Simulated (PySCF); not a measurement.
Molecule: `C[NH][AlH2-][O+](C)C`, C3H12AlNO.

Mapped SMILES: `[CH3:1][NH:2][AlH2-:3][O+:4]([CH3:5])[CH3:6]`. Hydrogens are named by the atom that carries them.

Geometry PBE0-D3(BJ)/def2-SVP throughout; GIAO in PySCF 2.14, gas phase, one conformer, non-relativistic; equivalent atoms averaged; functional PBE0.

For orientation, def2-SVP gives these shifts δ (against TMS, NH3, AlH4-, H2O at the same level): C5/C6 57.0, C1 33.1, N2 33.3, Al3 60.2, O4 19.9, H(C5)/H(C6) 3.34, H(Al3) 3.93, H(C1) 2.59, H(N2) -0.18 ppm.

A run gave: C5/C6 57.9, C1 33.4, N2 33.4, Al3 75.4, O4 17.0, H(C5)/H(C6) 3.63, H(Al3) 4.10, H(C1) 2.98, H(N2) 0.06 ppm (shifts δ (against TMS, NH3, AlH4-, H2O at the same level)).

Q: Which basis set was used in that run?
A. pcSseg-0
B. aug-cc-pVDZ
C. 6-31G*
D. def2-TZVP
E. STO-3G

A: B. O4 tells them apart best: aug-cc-pVDZ gives 17.0, STO-3G gives -58.5, 6-31G* gives 7.3, pcSseg-0 gives -8.1, def2-TZVP gives 22.7 ppm.
